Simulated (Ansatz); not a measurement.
Consider the ligand exchange at the Si–O bond: `[CH3][AlH][O][SiH2]C` + `O[SiH3]` → `C[SiH2]O[SiH3]` + `[CH3][AlH][OH]`.

Isolated molecules relaxed with PBE0-D4/def2-TZVP in Ansatz; ΔE leaves out vibrations. CCSD(T)/CBS adds triple-zeta CCSD(T) − MP2 to the extrapolated MP2 energy (def2 sets, frozen cores). This one scheme is used for every species. DFT in def2-TZVPP. Each species was taken in one conformer, which may not be the lowest.

`[CH3][AlH][O][SiH2]C`:

Z-matrix (Å, degrees):
```
C
Al 1 1.944
H 1 1.096 2 110.3
H 1 1.093 2 112.2 3 -119.3
H 1 1.094 2 111.9 3 118.6
O 2 1.686 1 119.6 3 93.4
H 2 1.582 1 123.8 3 -85.8
Si 6 1.626 2 165.5 1 -1.6
C 8 1.865 6 111.6 2 7.4
H 8 1.490 6 109.1 2 128.5
H 8 1.491 6 109.1 2 -113.6
H 9 1.093 8 111.1 6 60.5
H 9 1.094 8 110.4 6 -179.8
H 9 1.093 8 111.1 6 -60.0
```

`O[SiH3]`:

Z-matrix (Å, degrees):
```
Si
O 1 1.648
H 1 1.489 2 111.7
H 1 1.489 2 111.7 3 120.9
H 1 1.481 2 105.9 3 -119.6
H 2 0.957 1 117.9 3 -60.5
```

`C[SiH2]O[SiH3]`:

```xyz
12

C    -0.582    1.581    1.405
Si    0.215   -0.022    0.916
O    -0.007   -0.260   -0.692
Si    0.270   -1.247   -1.962
H    -0.139    2.418    0.860
H    -0.446    1.761    2.475
H    -1.653    1.563    1.196
H    -0.388   -1.160    1.664
H     1.676    0.005    1.206
H    -0.338   -0.635   -3.168
H    -0.339   -2.583   -1.723
H     1.732   -1.418   -2.177
```

`[CH3][AlH][OH]`:

```xyz
8

C     1.226    0.181   -0.265
Al   -0.569    0.005    0.450
O    -1.787   -0.544   -0.603
H     1.562    1.222   -0.231
H     1.286   -0.158   -1.302
H     1.946   -0.396    0.324
H    -0.969    0.343    1.951
H    -2.695   -0.653   -0.324
```

```csv
level,ΔE (kcal/mol)
ωB97M-V,0.4
PBE,0.2
PBE0,0.4
CCSD(T)/def2-TZVPP,0.5
```

Q: What does CCSD(T)/CBS give? (Best estimate.)

A: Ansatz gave: +0.3 kcal/mol. The listed levels differ from it by 0.1, -0.1, 0.1, 0.2 kcal/mol.

Largest T1 diagnostic among the species: 0.011.
